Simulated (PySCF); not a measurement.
# Correlation energy of Ti²⁺ (titanium, charge +2)

[Ar] 3d2, high-spin 3F determinant. Calculation: PySCF 2.14, in aug-cc-pVDZ-DK (7s6p4d2f, 59 functions); scalar relativity by spin-free X2C-1e. Frozen: [Ar]; 2 electrons correlated.

With two correlated electrons CCSD is exact within the correlated space (frozen core and kept virtual orbitals).

```
level  correlation energy (mhartree)
 CCSD                          -3.70
```

Diagnostics: T1 = 0.0027, D1 = 0.0039, largest double amplitude 0.029.

Cost of the coupled-cluster step: roughly 1.9 core-seconds, for 2 correlated electrons.

Iterations:

```
CC2 = 0
CCSD nocc = (np.int64(2), np.int64(0)), nmo = (50, 50)
frozen orbitals [[0, 1, 2, 3, 4, 5, 6, 7, 8], [0, 1, 2, 3, 4, 5, 6, 7, 8]]
max_cycle = 100
direct = 0
conv_tol = 1e-08
conv_tol_normt = 1e-06
diis_space = 8
diis_start_cycle = 0
Init t2, MP2 energy = -0.00277667915424257
Init E_corr(UCCSD) = -0.00277667915442628
cycle = 1  E_corr(UCCSD) = -0.00345163461287991  dE = -0.000674955458  norm(t1,t2) = 0.00855672
cycle = 2  E_corr(UCCSD) = -0.00362868633423099  dE = -0.000177051721  norm(t1,t2) = 0.00273125
cycle = 3  E_corr(UCCSD) = -0.00370354194398922  dE = -7.48556098e-05  norm(t1,t2) = 0.000937311
cycle = 4  E_corr(UCCSD) = -0.00370079575910595  dE = 2.74618488e-06  norm(t1,t2) = 5.99778e-05
cycle = 5  E_corr(UCCSD) = -0.00370080657759887  dE = -1.08184929e-08  norm(t1,t2) = 3.67927e-06
cycle = 6  E_corr(UCCSD) = -0.00370080639494296  dE = 1.8265591e-10  norm(t1,t2) = 6.80882e-08
UCCSD converged
E(UCCSD) = -852.068070452469  E_corr = -0.003700806394942964
```
